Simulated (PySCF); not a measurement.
CH4ClFOSi. Atoms are numbered in the order given.

```xyz
9

Si     0.0754     0.1513     0.4500
F     -0.0078     1.7388     0.1421
Cl     1.8596    -0.5637    -0.2523
O     -1.1141    -0.6265    -0.3625
C     -2.5035    -0.3707    -0.2622
H     -0.0143    -0.0139     1.9134
H     -2.7472     0.6554    -0.5867
H     -2.8703    -0.5101     0.7709
H     -3.0326    -1.0801    -0.9150
```
Charge 0, spin multiplicity 1.

Geometry: B3LYP-D3(BJ)/def2-SVP. The structure was generated by enumeration, and PubChem lists no compound with its InChIKey, so it may never have been made. The values are those of a single conformer.

Computed with TDDFT-PBE/def2-SVPD run with PySCF.

Vertical excitations. Isolated molecule, no solvent.

Task: Give excitation energies, oscillator strengths and character. (The exact figures need the calculation; the answer reports its results.)

Result: 
```csv
state,energy (eV),λ (nm),f,main pairs
S1,7.01,177,0.010,HOMO→LUMO 98 %
S2,7.30,170,0.009,HOMO→LUMO+1 94 %
S3,7.44,167,0.012,"HOMO→LUMO+2 71 %, HOMO−1→LUMO 22 %"
S4,7.53,165,0.043,"HOMO−1→LUMO 70 %, HOMO→LUMO+2 21 %"
S5,7.71,161,0.013,HOMO−1→LUMO+1 91 %
S6,7.85,158,0.001,"HOMO−1→LUMO+2 79 %, HOMO−2→LUMO 16 %"
S7,7.90,157,0.015,"HOMO−2→LUMO 65 %, HOMO−1→LUMO+2 14 %, HOMO−2→LUMO+1 13 %"
S8,7.98,155,0.012,HOMO→LUMO+3 93 %
S9,8.02,155,0.009,HOMO−3→LUMO 81 %
S10,8.08,153,0.035,"HOMO−2→LUMO+1 71 %, HOMO−2→LUMO 12 %"
T1,6.87,181,0,HOMO→LUMO 97 %
T2,7.06,176,0,HOMO→LUMO+1 87 %
T3,7.10,175,0,HOMO→LUMO+2 85 %
T4,7.26,171,0,HOMO−1→LUMO 94 %
```
Triplets are in the Tamm–Dancoff approximation, which puts them higher than full response would, so one can lie above its singlet here.
